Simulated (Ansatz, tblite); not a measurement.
Cost and result up the ladder for the cluster ZnSe₂⁻ (3 atoms). Charge -1, multiplicity 2. Geometry: r2SCAN-D4/def2-TZVPD.

```xyz
3

Zn    0.000    0.000    0.000
Se   -0.117   -1.583    1.579
Se    0.117    1.583   -1.579
```

Ansatz on 4 threads of Arm Neoverse V2 on a shared host; xTB runs through tblite on one thread. Times are rough, summed over both states, and most runs start from the orbitals of an earlier one. PBE0-D4/def2-TZVPD serves as the yardstick here, not as an exact answer. The other state is a triplet.

The xTB rows come from tblite. HOMO above LUMO, or a gap near zero within one spin, warns that the state may not be the lowest or that an electron is smeared out. The structure comes from a short search, and lower isomers may exist.

Raw xTB energies of ions are shifted by several eV, and xTB has no spin-polarisation term.

| level | functions | wall time | vertical IE (eV) | difference from PBE0-D4/def2-TZVPD (eV) | remarks |
| --- | --- | --- | --- | --- | --- |
| GFN1-xTB | 22 | 0.004 s | 6.93 | 3.72 | – |
| GFN2-xTB | 22 | 0.004 s | 8.80 | 5.59 | – |
| PBE-D4/def2-TZVPD | 165 | 18 s | 3.25 | 0.04 | gap within one spin near zero (-1 doublet) |
| PBE0-D4/def2-TZVPD | 165 | 2.6 min | 3.21 | 0.00 | – |
| r2SCAN-D4/def2-TZVPD (with forces) | 165 | 3.1 min | 3.33 | 0.12 | – |
